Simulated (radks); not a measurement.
Polarisability of the neodymium ion Nd+, [Xe] 4f4 6s1, at imaginary frequency. Calculated with a radial shooting solver on a logarithmic mesh with Libxc functionals: scalar-relativistic Kohn-Sham, LB94 model potential, spin-polarised, spherical densities, finite nucleus; open shells are filled with parallel spins first (spin-orbit coupling, left out, can overturn this in heavy ions); Fermi nuclear charge, rms radius 4.9123 fm. Response by self-consistent Sternheimer equations with the Hartree and adiabatic LDA kernel, the relativistic mass of each level held fixed and spin-orbit coupling left out.

w (hartree)  alpha1(iw) (bohr^3)
0.00266                    68.85
0.0143                     68.18
0.0360                     64.72
0.0697                     55.79
0.118                      42.10
0.186                      28.60
0.280                      18.87
0.413                      12.78
0.605                      8.894
0.892                      6.073
1.35                       3.840
2.12                       2.152
3.59                       1.034
6.94                      0.3885
17.5                     0.08663

Static values: alpha1 = 68.87 bohr^3 (10.21 angstrom^3; uncoupled 101.1). C6 = 600.6, triple-dipole C9 = 28060 atomic units. One-pole (London) frequency 4 C6 / (3 alpha1^2) = 0.169 hartree, against 0.444 for minus the highest occupied eigenvalue.
